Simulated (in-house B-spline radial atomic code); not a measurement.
Settings and results of a run for the thulium ion Tm³⁺. Computed with a radial B-spline atomic code at the basis-set limit: Dirac-Hartree-Fock, average of configuration, Fermi nucleus of rms radius 5.2256 fm, inside a hard spherical wall at 5.42 bohr.

Command:
```bash
python run_scf.py task.json out
```
Settings (nuclear radius in fm, mass in u):
```
Z                69
configuration    [Kr] 4d10 4f12 5s2 5p5 5d1
hamiltonian      dirac
method           hf
spin_polarised   False
nucleus          fermi
rms_radius       5.2256
atomic_mass      168.93422
speed_of_light   137.035999084
wall_radius      5.42
```

Output (hartree, bohr):
```
 radial grid: 62 intervals, B-splines of order 8, outer radius 5.42 bohr

 iter        energy (Eh)    residual
    1      -13567.288523    6.19e-01
    2      -13567.183562    4.82e-01
    3      -13571.732932    5.17e-02
    4      -13571.761109    1.73e-02
    5      -13571.764817    3.70e-03
    6      -13571.765079    4.94e-03
    7      -13571.765503    6.93e-04
    8      -13571.765512    1.77e-04
    9      -13571.765512    9.73e-06
   10      -13571.765512    3.34e-07

 total energy                    -13571.76551
 kinetic                           15022.0849
 electron-nucleus                 -33561.9227
 electron-electron                  4968.0723

 first-order corrections (not in the total)
   Gaunt                            15.0477
   retardation                      -1.5891
   frequency dependence             -0.2327
   self-energy                      10.7377
   Uehling                          -1.8687
   Wichmann-Kroll                    0.0666

 orbital      occ     eigenvalue          <r>       <r^2>       <1/r>       r_max    small
 1s1/2      2.000     -2197.1131     0.020009 0.000548421     79.0658     0.01261  6.69e-02
 2s1/2      2.000      -376.4770    0.0842351  0.00844596       19.07     0.07201  1.50e-02
 2p1/2      2.000      -358.0531     0.070161  0.00610419     18.9988      0.0541  1.50e-02
 2p3/2      4.000      -321.9467    0.0775072  0.00731454     16.4112     0.06038  1.37e-02
 3s1/2      2.000       -87.7246     0.219883   0.0554085     7.00041      0.2031  4.87e-03
 3p1/2      2.000       -79.6348     0.210024   0.0513623     6.90236      0.1911  4.80e-03
 3p3/2      4.000       -71.8768     0.223667    0.058056     6.24414       0.204  4.45e-03
 3d3/2      4.000       -58.2709     0.197255   0.0457465     6.11287      0.1612  4.31e-03
 3d5/2      6.000       -56.5942     0.201497   0.0476034     5.95258      0.1648  4.21e-03
 4s1/2      2.000       -19.3962     0.498022    0.279983     2.90255      0.4648  1.54e-03
 4p1/2      2.000       -16.0900     0.507587    0.293308      2.7888      0.4674  1.45e-03
 4p3/2      4.000       -14.3207     0.537562    0.328813     2.57363      0.4943  1.33e-03
 4d3/2      4.000        -8.8624     0.565066     0.37058     2.34941      0.4971  1.15e-03
 4d5/2      6.000        -8.5332     0.576169    0.385127     2.29357      0.5062  1.11e-03
 4f5/2      5.143        -1.9039     0.717008    0.653916     1.79034      0.4941  7.22e-04
 4f7/2      6.857        -1.8527      0.72824    0.675798     1.76521      0.4998  7.06e-04
 5s1/2      2.000        -3.5640      1.22199     1.67675     1.08352       1.093  3.07e-04
 5p1/2      1.667        -2.5787      1.34864     2.05552    0.972518       1.182  2.54e-04
 5p3/2      3.333        -2.3349      1.43827     2.33597    0.900438       1.259  2.24e-04
 5d3/2      0.400        -1.1471      1.99809     4.55309    0.631252       1.668  1.12e-04
 5d5/2      0.600        -1.1311      2.03346     4.70605    0.618074       1.705  1.07e-04
```

Time taken, with all properties: 1.2 s on 1 thread of Arm Neoverse V1, on a shared host.

For the Dirac Hamiltonian the kinetic term is c α·p + (β - 1)c².
